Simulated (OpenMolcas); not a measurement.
A run on Fe3+ with 4 ligands (sulfide) in square-planar coordination (D4h) at 2.36 Å. A charge of +1.25 e stands 2.8 Å behind each ligand. Ligand basis ANO-RCC-VDZP.

```
Program             : OpenMolcas
Method              : SS-CASPT2, IPEA 0.25 Eh, imaginary shift 0.1 Eh (closed shells correlated: 3s 3p and the ligand valence shells)
Basis               : ANO-RCC-VDZP [5s4p2d1f]
Scalar Hamiltonian  : DKH2, point nucleus
Active space        : 5 electrons in 5 orbitals (3d)
State averaging     : 2S+1 = 6 even, 1 root; 2S+1 = 4 even, 24 roots; 2S+1 = 2 even, 75 roots
Spin-orbit coupling : state interaction with AMFI integrals over the reference wave functions
```

First CASPT2 step and the start of its output:

```
&CASPT2
Multistate=1 1
Frozen=12 13
IPEA=0.25
Imaginary=0.1
MaxIter=60
WThr=0.0 0.3 0.05
PrWF=0.5
NoMix
```

```
--- CASPT2 ---
Orbital specifications:
      -----------------------

      Symmetry species                           1   2
                                                ag  au
      Frozen orbitals                           12  13
      Inactive orbitals                          9  11
      Active orbitals                            5   0
      Secondary orbitals                        25  31
      Deleted orbitals                           0   0
      Number of basis functions                 51  55
Type of calculation                        SS-CASPT2
      Fock operator                              state-specific
      IPEA shift                                 0.25
      Real shift                                 0.00
      Imaginary shift                            0.10
      The input orbitals will be transformed to quasi-canonical
Reference energy:       -2867.5570822767
      E2 (Non-variational):      -1.0242534446
      Shift correction:          -0.1103046254
      E2 (Variational):          -1.1345580700
      Total energy:           -2868.6916403467
      Residual norm:              0.0000005996
      Reference weight:           0.37813
      Contributions to the CASPT2 correlation energy
      Active & Virtual Only:         -0.0597357677
      One Inactive Excited:          -0.1895800379
      Two Inactive Excited:          -0.7749376391
::    CASPT2 Root  1     Total energy:  -2868.69164035
--- CASPT2 ---
Orbital specifications:
      -----------------------

      Symmetry species                           1   2
                                                ag  au
      Frozen orbitals                           12  13
      Inactive orbitals                          9  11
      Active orbitals                            5   0
...
```

Over all roots the printed reference weights run from 0.12 to 0.65, and roots that are degenerate in the reference spread by up to 0.36 cm-1.

Question: Did the run give usable levels, and if not, why?

Answer: No. The equations converged, but the reference weight falls to 0.12 for at least one root against 0.65 for the best. A drop of that size marks an intruder state, so the energies of such roots and the levels built on them can't be trusted.
